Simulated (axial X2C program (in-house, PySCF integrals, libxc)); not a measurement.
# Worked dissociation energy of NbCl⁺: MP2, without spin–orbit coupling

All values were computed with an in-house relativistic program for diatomic molecules. Spin-free means the one-electron spin-free X2C Hamiltonian. Basis: Nb dyall-cv3z [11s12p9d5f3g], Cl dyall-av3z [9s8p3d2f] (cores contracted in-house); Gaussian nuclei, density fitting, unrestricted open shells. Masses: Nb 92.906 u, Cl 34.969 u.

Molecular state: M_S = 3/2, Λ = 0 (beyond evenly filled blocks: σα, δ+α, δ-α).

Correlated methods: 11 electrons correlated (number of frozen shells: Nb 4 s, 3 p, 1 d; Cl 2 s, 1 p), 293 virtual spin orbitals or spinors in MP2.

| Quantity | Value |
| --- | --- |
| E(Nb+) (2M_S = 4, M_L = 0) | -3817.095394 hartree |
| E(Cl) (2M_S = 1, M_L = 1) | -461.066971 hartree |
| E(NbCl⁺) at Re | -4278.311508 hartree |
| ωe | 450.0 cm⁻¹ |
| ωexe | 1.17 cm⁻¹ |

(1) Work out De and D0.

The state is a single determinant with fixed occupations, the lowest that a limited PBE0 search found. Dissociation energies refer to the lowest single-determinant-based atoms at the same level and basis. PBE0 can misorder states that lie within some tenths of an eV, so this need not be the ground state of the molecule. The nearest other spin-free determinant of the search, M_S = 3/2, Λ = 1, lies 0.31 eV up at the distance of the search. The outer-core s and p shells of the metal are frozen in the correlated rows, which leaves out core–valence correlation; for alkali and alkaline-earth bonds that tends to lengthen them. With the outer-core shells frozen, correlated bond lengths of heavy atoms tend to come out a few hundredths of an ångström too long.

Each atomic determinant is the lowest at this level and need not be a pure term. Totals compare only within one Hamiltonian and basis.

Results:

(1) De = -3817.095394 + (-461.066971) − (-4278.311508) = 0.14914 hartree = 4.058 eV. The zero-point energy is ωe/2 − ωexe/4 = 225 cm⁻¹ = 0.028 eV, so D0 = 4.031 eV.
